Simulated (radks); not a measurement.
Values are calculated unless marked as measured or tabulated.
Task: The table gives one normalised radial function P(r) = r R(r) of Tl32+ in [Kr] 4d9 4f3 5d1 (r in bohr). Level of theory: scalar-relativistic Kohn-Sham, exchange-only B88, spin-polarised, spherical densities, finite nucleus; open shells are filled with parallel spins first (spin-orbit coupling, left out, can overturn this in heavy ions); Fermi nuclear charge, rms radius 5.4759 fm (a radial shooting solver on a logarithmic mesh with Libxc functionals).

| r | P |
|---|---|
| 0.0007065 | 0.0000 |
| 0.00092 | 0.0000 |
| 0.001198 | 0.0001 |
| 0.001547 | 0.0001 |
| 0.002015 | 0.0002 |
| 0.002624 | 0.0004 |
| 0.003389 | 0.0009 |
| 0.004413 | 0.0018 |
| 0.005747 | 0.0036 |
| 0.007423 | 0.0071 |
| 0.009666 | 0.0142 |
| 0.01259 | 0.0278 |
| 0.01626 | 0.0527 |
| 0.02117 | 0.0991 |
| 0.02757 | 0.1799 |
| 0.03561 | 0.3067 |
| 0.04637 | 0.4997 |
| 0.06038 | 0.7482 |
| 0.07799 | 0.9909 |
| 0.1016 | 1.1208 |
| 0.1322 | 0.9503 |
| 0.1708 | 0.3707 |
| 0.2224 | -0.5712 |
| 0.2896 | -1.4686 |
| 0.3741 | -1.8157 |
| 0.4872 | -1.4705 |
| 0.6344 | -0.7801 |
| 0.8195 | -0.2645 |
| 1.067 | -0.0475 |
| 1.389 | -0.0039 |
| 1.795 | -0.0001 |
| 2.337 | 0.0000 |

Which n and l does it have? It may be an empty orbital.

Result: n = 4, l = 2: the number of nodes gives n - l - 1 = 1, the rise at small r (about r^(l+1), flatter next to the nucleus through relativity) gives l, and the extent must fit the shell. The curve is that of 4d up; the table hardly tells the two spins apart. 4d up: eigenvalue -1455.9 eV, 1 radial node at r = 0.191 bohr, <r> = 0.394 bohr, 90 % of the charge inside 0.577 bohr.
